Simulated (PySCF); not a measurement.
Geometry:
```json
{"atom": "O1", "x (Å)": "1.663", "y (Å)": "0.149", "z (Å)": "0.836"}
{"atom": "C2", "x (Å)": "0.606", "y (Å)": "0.048", "z (Å)": "0.298"}
{"atom": "C3", "x (Å)": "0.475", "y (Å)": "0.033", "z (Å)": "-1.243"}
{"atom": "F4", "x (Å)": "1.597", "y (Å)": "0.446", "z (Å)": "-1.797"}
{"atom": "F5", "x (Å)": "0.217", "y (Å)": "-1.204", "z (Å)": "-1.654"}
{"atom": "F6", "x (Å)": "-0.520", "y (Å)": "0.827", "z (Å)": "-1.626"}
{"atom": "C7", "x (Å)": "-0.706", "y (Å)": "-0.058", "z (Å)": "1.110"}
{"atom": "F8", "x (Å)": "-1.281", "y (Å)": "1.139", "z (Å)": "1.163"}
{"atom": "F9", "x (Å)": "-0.445", "y (Å)": "-0.467", "z (Å)": "2.336"}
{"atom": "F10", "x (Å)": "-1.550", "y (Å)": "-0.909", "z (Å)": "0.536"}
```

No solvent, no relativistic terms, a single conformation, equivalent nuclei averaged. σ from GIAO-HF/pcSseg-2; coordinates at the PBE0-D3(BJ)/def2-SVP level; PySCF 2.14.

δ = σ(ref) − σ, references computed at the same level: TMS for ¹³C (σ = 191.47 ppm); ¹⁷O (σ = 326.33 ppm) vs H2O; CFCl3 for ¹⁹F (σ = 245.28 ppm).

```
             atoms  nucleus  count  δ (ppm)
F4/F5/F6/F8/F9/F10      ¹⁹F      6    -57.4
             C3/C7      ¹³C      2        ?
                C2      ¹³C      1        ?
                O1      ¹⁷O      1    706.0
```

Estimate the values marked ?.

Results:


- C2: 183.6 ppm, ketone carbonyl carbon; low-lying n→π* states of the double bond to the heteroatom give a large paramagnetic term (-247 ppm)
- C3/C7: 106.6 ppm, CF3 carbon; 3 electronegative neighbours deshield it

Shifts are as computed, not scaled to solution data. Of 1211 compounds with measured shifts, 218 miss one by over three times the rms of a fit or turn the order of signals round; such compounds aren't used in these exercises. Unscaled 19F shifts against computed CFCl3 carry errors that often reach 10 to 50 ppm. Unscaled 17O shifts of doubly bonded oxygen tend to come out too high, by tens of ppm or more. Experimental scales use liquid or dissolved standards, which lie at an offset from isolated H2O (liquid H2O: subtract about 36 ppm).
